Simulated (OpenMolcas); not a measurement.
## V I: effect of the active space

```json
{
 "Program": "OpenMolcas 26.06",
 "Method": "CASSCF",
 "Basis": "ANO-R2",
 "Scalar Hamiltonian": "X2C, finite nucleus",
 "Spin-orbit coupling": "RASSI with atomic mean-field integrals over the reference wave functions, term energies averaged over their components"
}
```

A. 3 electrons in 5 orbitals (3d); 2S+1 = 4 even, 10 roots; 2S+1 = 2 even, 40 roots; cost roughly 12 core-seconds
B. 5 electrons in 6 orbitals (3d 4s); 2S+1 = 6 even, 5 roots; 2S+1 = 4 even, 33 roots (26 in the spin-orbit step); 2S+1 = 2 even, 9 roots; cost of the order of 22 core-seconds

Energies in cm⁻¹ above 3d³ 4s² ⁴F_3/2, the measured ground level; measured values from NIST Handbook of Basic Atomic Spectroscopic Data.

```csv
Level,A,B,Measured
3d³ 4s² ⁴F_3/2,0.0,0.0,0.0
3d³ 4s² ⁴F_5/2,144,119,137
3d³ 4s² ⁴F_7/2,343,282,323
3d³ 4s² ⁴F_9/2,593,484,553
3d³ 4s² ²G_7/2,14259,3667,
3d³ 4s² ²G_9/2,14470,3906,
```

B puts 3d⁴ 4s ⁶D_1/2 lowest.

Deviations, from unrounded energies. A percentage is the sum of absolute deviations over the sum of measured energies, with the sign that they share, or ± where signs differ.

| Against measurement | Levels | A | B |
| --- | --- | --- | --- |
| mean absolute deviation (cm-1) | 3 | 22 | 43 |
| fine structure of the ground term (%) | 3 | +6.5 | -12.7 |

A lies closest to measurement on these levels. The largest miss of A in the table is 3d³ 4s² ⁴F_9/2, by +40 cm-1. The ranking rests on the paired levels alone, and a cruder setting can come out closer through cancelling errors.

The spin-orbit steps hold different terms of 3d³ 4s² (B lacks ²D, ²F, ²H, ²P), which shifts levels as well.

Between A and B the level of the table that moves most is 3d³ 4s² ²G_7/2, by 11000 cm-1 (lowest in B, highest in A).

Without dynamic correlation excited terms often stand tens of per cent too high (terms of higher spin than the ground term too low), and those without a measured partner can miss by more than the paired ones. With the s shell closed, the reference lacks s² → p², s² → d² and s → d mixing, so excited terms can stand far too high and out of order, with CASPT2 too (holds for A). Some high roots are left out of the spin-orbit mixing, which shifts the levels that they would mix with (holds for B). The lowest computed level is not the ground level that NIST lists (4F3/2) (holds for B). Measured partners are found by configuration, term and J. A level has none where our copy of the source lacks it or the pairing is in doubt (some pairs that miss far off the trend of their configuration count as doubtful), and it then counts in no deviation. Levels of configurations outside the active space are missing. The table leaves out levels that lie high or whose names do not pair safely across all columns.
